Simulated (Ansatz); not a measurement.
Ansatz (an electronic-structure program) input (RI-MP2/cc-pV(Q+d)Z):
A basis named .json is the Basis Set Exchange file of that set.

Ansatz 0.2 input:
```yaml
crystal:
  periodic: [false, false, false]
  atoms:
    - {symbol: Si, position_ang: [-2.01068345, 0.22388276, 0.02312079]}
    - {symbol: C, position_ang: [-0.19429646, 0.04511970, -0.01620061]}
    - {symbol: C, position_ang: [0.69453253, 0.93056348, -0.79913180]}
    - {symbol: C, position_ang: [1.90498371, 0.40121450, -0.50333493]}
    - {symbol: O, position_ang: [1.87057764, -0.72550427, 0.38448169]}
    - {symbol: C, position_ang: [0.55685006, -0.88888886, 0.64265761]}
    - {symbol: H, position_ang: [-2.66457033, -0.80755624, 0.89741460]}
    - {symbol: H, position_ang: [-2.48406671, 1.53909129, 0.54848585]}
    - {symbol: H, position_ang: [-2.66787586, 0.08024179, -1.31004801]}
    - {symbol: H, position_ang: [2.92222129, 0.63394274, -0.78661900]}
    - {symbol: H, position_ang: [0.30681974, -1.70409694, 1.30728029]}
basis:
  gaussian:
    orbitals: cc-pV_Q+d_Z.json
    fitting: {mean_field: def2-universal-jkfit, correlation: cc-pVQZ-RIFIT.json}
total_charge: -1
magnetization: {spin_polarized: false}
correlation: {method: mp2, electrons: outside_noble_gas}
```

End of the output:

```
integrals: 0.94 GiB planned
595 factors; integrals over basis functions are off by at most 6.1e0 eV
1.02 GiB of device memory are held for the factors and their scratch space
mean field: 2.08 GiB planned
mean field evaluation 1: about -14096.7159 eV, gradient 3.5e1 eV
mean field evaluation 2: about -14099.5077 eV, gradient 2.2e1 eV
mean field evaluation 4: about -14100.7635 eV, gradient 1.9e0 eV
mean field evaluation 8: about -14100.7774 eV, gradient 1.2e-6 eV
mean field -14100.77737735 eV, -518.1940107674 hartree, gradient 1.2e-6 eV, S^2 0.000000; 0 other end points of the search recorded, 0 dependent functions left out
10 core orbitals not correlated
1093 factors; their error is unknown
reference -14100.77737735 eV, -518.1940107674 hartree; 16, 16 occupied and 463, 463 virtual orbitals, 1093 factors
second order -29.24671634 eV of doubles, -0.00000000 eV of singles
Total energy: -14130.02409369 eV, -519.2688077689 hartree
```

It need not be the lowest isomer of its formula. Whether it binds its extra electron was not tested at this geometry.
